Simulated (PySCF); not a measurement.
NbSFCl2, SMILES [Cl][Nb]([Cl])(=[S])[F], multiplicity 1. Coordinates come from a PBE0-D3(BJ)/def2-SVP optimisation. The multiplicity is an assumed one; no other spin state was optimised. The structure was generated by enumeration; whether it is a known compound was not checked. The def2 effective core potentials stand for the cores of Nb; spin–orbit coupling is left out.

The numbers are results of PBE0-D3(BJ)/def2-SVP (PySCF), not measurements.

Harmonic wavenumbers (cm⁻¹): 107, 140, 141, 155, 197, 413, 446, 599, 728. Rotational constants (GHz): 1.586, 1.395, 1.118; symmetry number 1.

**Question.** Work out the zero-point energy and the ideal-gas rigid-rotor harmonic-oscillator thermochemistry at 298.15 K and 1 atm.

**Answer.** ZPE = ½ Σ hcν = ½ × 2926 cm⁻¹ = 4.18 kcal/mol. H − E(el) = 9.11 kcal/mol. Entropy in cal/(mol K): translation 42.00, rotation 29.25, vibration 16.13, total 87.38. G − E(el) = -16.95 kcal/mol. Cp = 22.08 cal/(mol K). Modes under 150 cm⁻¹ make the vibrational entropy uncertain.
